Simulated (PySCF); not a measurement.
CH2NS, SMILES N[C]=S, multiplicity 2. Atoms are numbered in the order given.

```xyz
5

N     -0.1199    -1.5924     0.0000
C      0.4252    -0.4025     0.0000
S     -0.0651     1.1067     0.0000
H     -1.1251    -1.7265     0.0000
H      0.4550    -2.4181     0.0000
```
Charge 0, spin multiplicity 2.

Coordinates come from a PBE0-D3(BJ)/def2-TZVP optimisation. The isomer is the one that the SMILES or the coordinates give; other isomers of the formula were not compared. Other conformers were not sampled.

These are PySCF with PBE/pcH-1 values and carry that method's errors.

Unrestricted Kohn–Sham, ⟨S²⟩ = 0.752. Hyperfine tensors hold the contact and dipolar terms, without spin-orbit corrections.

Computed hyperfine couplings:
```json
[
 {"nucleus": "14N no. 1", "A(iso) (MHz)": "39.4", "A(iso) (G)": "14.0", "dipolar principal values (MHz)": "-2.9, -0.7, 3.6"},
 {"nucleus": "13C no. 2", "A(iso) (MHz)": "290.5", "A(iso) (G)": "103.6", "dipolar principal values (MHz)": "-50.4, -45.2, 95.6"},
 {"nucleus": "33S no. 3", "A(iso) (MHz)": "8.9", "A(iso) (G)": "3.2", "dipolar principal values (MHz)": "-37.3, -37.3, 74.6"},
 {"nucleus": "1H no. 4", "A(iso) (MHz)": "104.3", "A(iso) (G)": "37.2", "dipolar principal values (MHz)": "-4.3, -2.2, 6.5"},
 {"nucleus": "1H no. 5", "A(iso) (MHz)": "24.5", "A(iso) (G)": "8.7", "dipolar principal values (MHz)": "-6.8, -4.7, 11.5"}
]
```

And the g tensor (effective nuclear charges for spin-orbit coupling, GIAO)? (Estimate from the structure and the level; the computed values follow.)

principal values 1.9926, 2.0022, 2.0074; isotropic 2.0007.
